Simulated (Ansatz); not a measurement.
Geometry optimisation, RKS PBE0/STO-3G in Ansatz.

input.yaml

```yaml
crystal:
  periodic: [false, false, false]
  atoms:
    - { symbol: C, position_ang: [-1.5693, 0.0147, 1.517] }
    - { symbol: O, position_ang: [-0.9539, -1.1609, 1.273] }
    - { symbol: B, position_ang: [0.3304, -0.8635, 0.6616] }
    - { symbol: C, position_ang: [0.6072, -0.8076, -0.9071] }
    - { symbol: Si, position_ang: [1.1129, 0.873, -1.4403] }
    - { symbol: H, position_ang: [-1.0588, 0.7229, 2.2189] }
    - { symbol: H, position_ang: [-1.792, 0.607, 0.5578] }
    - { symbol: H, position_ang: [-2.5628, -0.1462, 1.9606] }
    - { symbol: H, position_ang: [1.3061, -0.6806, 1.4161] }
    - { symbol: H, position_ang: [1.2837, -1.5735, -1.1934] }
    - { symbol: H, position_ang: [-0.4481, -1.0379, -1.372] }
    - { symbol: H, position_ang: [0.1382, 1.8926, -0.9934] }
    - { symbol: H, position_ang: [2.3548, 1.2029, -0.8032] }
    - { symbol: H, position_ang: [1.2387, 0.928, -2.8669] }
basis:
  gaussian: { orbitals: STO-3G }
hamiltonian:
  xc: pbe0
relax:
  f_tol: 0.02
  max_steps: 40
scf:
  lower_state_search: "off"
```

Run as:

```bash
$ ansatz run input.yaml --threads 1 --pin off --max-ram 2048MiB --backend cpu --events-out ev --progress --plain --runs-dir out
```

Problem. Where does it end, and by what steps?

Solution. The forces met the threshold. Limits of this set-up: minimal basis. After 18 steps the energy has fallen by 1.816 eV; H7 moved furthest, 1.48 Å.

```json
{"step": "0", "energy less start (eV)": "0.0000", "largest force component (eV/Å)": "5.282", "accepted": "yes"}
{"step": "1", "energy less start (eV)": "-0.6672", "largest force component (eV/Å)": "1.447", "accepted": "yes"}
{"step": "2", "energy less start (eV)": "-0.8381", "largest force component (eV/Å)": "0.970", "accepted": "yes"}
{"step": "3", "energy less start (eV)": "-1.0716", "largest force component (eV/Å)": "1.616", "accepted": "yes"}
{"step": "4", "energy less start (eV)": "-1.3302", "largest force component (eV/Å)": "1.660", "accepted": "yes"}
{"step": "5", "energy less start (eV)": "-1.5209", "largest force component (eV/Å)": "0.967", "accepted": "yes"}
{"step": "6", "energy less start (eV)": "-1.6687", "largest force component (eV/Å)": "0.461", "accepted": "yes"}
{"step": "7", "energy less start (eV)": "-1.7378", "largest force component (eV/Å)": "0.367", "accepted": "yes"}
{"step": "8", "energy less start (eV)": "-1.7176", "largest force component (eV/Å)": "0.780", "accepted": "no"}
{"step": "9", "energy less start (eV)": "-1.7836", "largest force component (eV/Å)": "0.144", "accepted": "yes"}
{"step": "10", "energy less start (eV)": "-1.8033", "largest force component (eV/Å)": "0.049", "accepted": "yes"}
{"step": "11", "energy less start (eV)": "-1.8043", "largest force component (eV/Å)": "0.251", "accepted": "yes"}
{"step": "12", "energy less start (eV)": "-1.8064", "largest force component (eV/Å)": "0.379", "accepted": "yes"}
{"step": "13", "energy less start (eV)": "-1.8128", "largest force component (eV/Å)": "0.063", "accepted": "yes"}
{"step": "14", "energy less start (eV)": "-1.8147", "largest force component (eV/Å)": "0.059", "accepted": "yes"}
{"step": "15", "energy less start (eV)": "-1.8152", "largest force component (eV/Å)": "0.039", "accepted": "yes"}
{"step": "16", "energy less start (eV)": "-1.8153", "largest force component (eV/Å)": "0.023", "accepted": "yes"}
{"step": "17", "energy less start (eV)": "-1.8154", "largest force component (eV/Å)": "0.021", "accepted": "yes"}
{"step": "18", "energy less start (eV)": "-1.8155", "largest force component (eV/Å)": "0.008", "accepted": "yes"}
```

```xyz
14
Properties=species:S:1:pos:R:3
C -1.774 -0.011 1.945
O -1.265 -0.327 0.616
B 0.073 -0.461 0.459
C 0.616 -0.764 -0.978
Si 1.368 0.770 -1.758
H -0.972 0.065 2.701
H -2.321 0.950 1.898
H -2.486 -0.801 2.249
H 0.801 -0.327 1.375
H 1.406 -1.523 -0.927
H -0.170 -1.144 -1.640
H 0.383 1.819 -1.868
H 2.467 1.258 -0.960
H 1.861 0.468 -3.081
```

Whether the end is a true minimum wasn't checked by a vibrational analysis.

Time of the run: 3.1 min on 1 thread of Intel(R) Xeon(R) Processor @ 2.50GHz (Skylake/Cascade Lake), with other jobs on the host, peak memory 0.14 GiB.
